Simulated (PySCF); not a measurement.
Br: electron affinity

Br⁻ [Kr] (1S) → Br [Ar] 3d10 4s2 4p5 (2P), as a difference of total energies. All numbers are calculated (PySCF 2.14, a scalar-relativistic core potential, in aug-cc-pVDZ-PP with ECP10MDF (5s4p3d, 32 functions)). Correlated levels: valence: 3s2 3p6 3d10 frozen. The calculations carry no spin-orbit coupling.

```json
{"method": "UHF", "electron affinity (eV)": "2.428"}
{"method": "MP2 (valence)", "electron affinity (eV)": "3.339"}
{"method": "CCSD (valence)", "electron affinity (eV)": "3.222"}
{"method": "CCSD(T) (valence)", "electron affinity (eV)": "3.263"}
```

Q: Estimate what SCS-MP2 (valence) gives.

A: 3.261 eV, closest to CCSD(T) (valence) among the rows shown.

Q: Estimate what CCSDT (valence) gives.

A: 3.264 eV, closest to CCSD(T) (valence) among the rows shown.

The reference lies between the lowest fine-structure levels, while these numbers refer to the centres of the terms.

Errors of the correlated levels include the incompleteness of this basis and the frozen core.

For comparison: 3.364 eV (measured; photodetachment measurements, as compiled on the Wikipedia data page of electron affinities).
